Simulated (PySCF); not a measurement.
Cl₂Sr, triplet, at a GFN2-xTB geometry of the parent state (such geometries of metal compounds can be far from the true shape) (a higher spin typed on purpose: for a closed-shell molecule this is an excited state) (all electrons, no relativity); BLYP/3-21G (PySCF).

Here is a job for PySCF.
```python
from pyscf import gto, scf, dft

mol = gto.M(
    atom='''
Sr    0.21235741   -0.45476054    0.09368183
Cl    1.49087452    0.96121824   -1.82342040
Cl   -1.96555579    0.05530533    1.61401395
''',
    basis='3-21g',
    spin=2,
    verbose=4,
)

mf = dft.UKS(mol)
mf.xc = 'blyp'
mf.kernel()
```

Task: Write the output that PySCF gives for this input, abridged.

Result: 
```
PySCF version 2.14.0

[INPUT] verbose = 4
[INPUT] num. atoms = 3
[INPUT] num. electrons = 72
[INPUT] charge = 0
[INPUT] spin (= nelec alpha-beta = 2S) = 2
[INPUT] symmetry False subgroup None
[INPUT] Mole.unit = angstrom
[INPUT] Symbol           X                Y                Z      unit          X                Y                Z       unit  Magmom
[...]
nuclear repulsion = 283.634468979764
number of shells = 26
number of NR pGTOs = 120
number of NR cGTOs = 52
basis = 3-21g
ecp = {}

******** <class 'pyscf.dft.uks.UKS'> ********
method = UKS
initial guess = minao
damping factor = 0
level_shift factor = 0
DIIS = <class 'pyscf.scf.diis.CDIIS'>
diis_start_cycle = 1
diis_space = 8
diis_damp = 0
SCF conv_tol = 1e-09
SCF conv_tol_grad = None
SCF max_cycles = 50
direct_scf = True
direct_scf_tol = 1e-13
number electrons alpha = 37  beta = 35
XC library pyscf.dft.libxc version 7.1.2
    S. Lehtola, C. Steigemann, M. J. T. Oliveira, and M. A. L. Marques,  SoftwareX 7, 1–5 (2018)
XC functionals = blyp
    A. D. Becke,  Phys. Rev. A 38, 3098 (1988)
    C. Lee, W. Yang, and R. G. Parr,  Phys. Rev. B 37, 785 (1988)
    B. Miehlich, A. Savin, H. Stoll, and H. Preuss,  Chem. Phys. Lett. 157, 200 (1989)
radial grids:
    Treutler-Ahlrichs [JCP 102, 346 (1995); DOI:10.1063/1.469408] (M4) radial grids

becke partition: Becke, JCP 88, 2547 (1988); DOI:10.1063/1.454033
pruning grids: <function nwchem_prune>
grids dens level: 3
symmetrized grids: False
atomic radii adjust function: <function treutler_atomic_radii_adjust>
small_rho_cutoff = 0
Set gradient conv threshold to 3.16228e-05
tot grids = 59672
init E= -4030.78696318985

cycle= 1 E= -4034.88365241843  delta_E= -4.1  |g|= 0.175  |ddm|= 1.39

cycle= 2 E= -4034.86048104742  delta_E= 0.0232  |g|= 0.239  |ddm|= 1.26

cycle= 3 E= -4034.78928333335  delta_E= 0.0712  |g|= 0.279  |ddm|= 0.936

cycle= 4 E= -4034.82786597298  delta_E= -0.0386  |g|= 0.197  |ddm|= 0.241

cycle= 5 E= -4034.80940199365  delta_E= 0.0185  |g|= 0.228  |ddm|= 1.01

cycle= 6 E= -4034.81480286784  delta_E= -0.0054  |g|= 0.216  |ddm|= 0.0445

cycle= 7 E= -4034.8157810005  delta_E= -0.000978  |g|= 0.218  |ddm|= 1.04

cycle= 8 E= -4034.82072810514  delta_E= -0.00495  |g|= 0.21  |ddm|= 0.0463

cycle= 9 E= -4034.82020259205  delta_E= 0.000526  |g|= 0.211  |ddm|= 0.00589

cycle= 10 E= -4034.81740717251  delta_E= 0.0028  |g|= 0.215  |ddm|= 0.0268

cycle= 11 E= -4034.81094129642  delta_E= 0.00647  |g|= 0.225  |ddm|= 1.02

[...]

cycle= 20 E= -4034.82464060272  delta_E= 0.00326  |g|= 0.204  |ddm|= 0.0377

cycle= 21 E= -4034.82057464487  delta_E= 0.00407  |g|= 0.206  |ddm|= 0.966

cycle= 22 E= -4034.82146382661  delta_E= -0.000889  |g|= 0.204  |ddm|= 0.236

cycle= 23 E= -4034.82344963121  delta_E= -0.00199  |g|= 0.206  |ddm|= 1.02

cycle= 24 E= -4034.83971303959  delta_E= -0.0163  |g|= 0.193  |ddm|= 0.135

cycle= 25 E= -4034.83199552847  delta_E= 0.00772  |g|= 0.199  |ddm|= 0.0578

cycle= 26 E= -4034.79427853576  delta_E= 0.0377  |g|= 0.274  |ddm|= 1.05

cycle= 27 E= -4034.81096951674  delta_E= -0.0167  |g|= 0.225  |ddm|= 0.124

cycle= 28 E= -4034.81632824492  delta_E= -0.00536  |g|= 0.215  |ddm|= 1.04

cycle= 29 E= -4034.81019439404  delta_E= 0.00613  |g|= 0.227  |ddm|= 0.105

cycle= 30 E= -4034.81446510984  delta_E= -0.00427  |g|= 0.218  |ddm|= 0.0531

cycle= 31 E= -4034.81106495379  delta_E= 0.0034  |g|= 0.223  |ddm|= 1.04

cycle= 32 E= -4034.89454033926  delta_E= -0.0835  |g|= 0.0896  |ddm|= 0.996

cycle= 33 E= -4034.90198025952  delta_E= -0.00744  |g|= 0.0531  |ddm|= 0.993

cycle= 34 E= -4034.81853930297  delta_E= 0.0834  |g|= 0.211  |ddm|= 1.03

cycle= 35 E= -4034.83639088942  delta_E= -0.0179  |g|= 0.195  |ddm|= 0.99

cycle= 36 E= -4034.86259511531  delta_E= -0.0262  |g|= 0.166  |ddm|= 0.859

cycle= 37 E= -4034.90430772782  delta_E= -0.0417  |g|= 0.0339  |ddm|= 0.55

cycle= 38 E= -4034.89086445665  delta_E= 0.0134  |g|= 0.105  |ddm|= 1.03

cycle= 39 E= -4034.87774870643  delta_E= 0.0131  |g|= 0.139  |ddm|= 0.0939

cycle= 40 E= -4034.86991794219  delta_E= 0.00783  |g|= 0.155  |ddm|= 0.0515

cycle= 41 E= -4034.87156694286  delta_E= -0.00165  |g|= 0.152  |ddm|= 0.0384

cycle= 42 E= -4034.89527533385  delta_E= -0.0237  |g|= 0.0884  |ddm|= 0.52

cycle= 43 E= -4034.88635296524  delta_E= 0.00892  |g|= 0.119  |ddm|= 0.424

cycle= 44 E= -4034.89464229359  delta_E= -0.00829  |g|= 0.0916  |ddm|= 0.103

cycle= 45 E= -4034.90537204503  delta_E= -0.0107  |g|= 0.0144  |ddm|= 1.03

cycle= 46 E= -4034.88538894484  delta_E= 0.02  |g|= 0.122  |ddm|= 0.639

cycle= 47 E= -4034.88704365637  delta_E= -0.00165  |g|= 0.117  |ddm|= 0.316

cycle= 48 E= -4034.88576499445  delta_E= 0.00128  |g|= 0.121  |ddm|= 0.0106

cycle= 49 E= -4034.87962827976  delta_E= 0.00614  |g|= 0.136  |ddm|= 0.0434

cycle= 50 E= -4034.8867177484  delta_E= -0.00709  |g|= 0.118  |ddm|= 0.11
SCF not converged.
SCF energy = -4034.8867177484 after 50 cycles  <S^2> = 2.0005021  2S+1 = 3.0003347
```

Convergence was not reached.
